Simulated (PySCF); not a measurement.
HOSn, SMILES [OH+]=[Sn] (connectivity only; charge and spin as stated), charge +1, multiplicity 1. Atoms are numbered in the order given.

```xyz
3

O      0.0000     0.0000    -1.5649
Sn     0.0000     0.0000     0.3010
H      0.0000     0.0000    -2.5290
```
Charge +1, spin multiplicity 1.

Coordinates come from a r2SCAN-D4/def2-TZVP optimisation. The isomer is the one that the SMILES or the coordinates give; other isomers of the formula were not compared. The def2 effective core potentials stand for the cores of Sn; spin–orbit coupling is left out.

All values below come from PBE/def2-TZVPD (PySCF).

Isolated molecule, no solvent.

Q: Estimate the frontier levels, gap, dipole moment and polarisability. (Estimate from the structure and the level; the computed values follow.)

A: 
```json
{
 "highest_occupied_level": "-13.92 eV",
 "lowest_empty_level": "-9.17 eV",
 "orbital_gap": "4.75 eV",
 "dipole_moment_about_the_centre_of_nuclear_charge": "0.23 D",
 "mean_static_polarisability": "31.6 bohr³ (4.68 Å³)",
 "polarisability_principal_values": "26.5, 26.5, 41.7 bohr³"
}
```
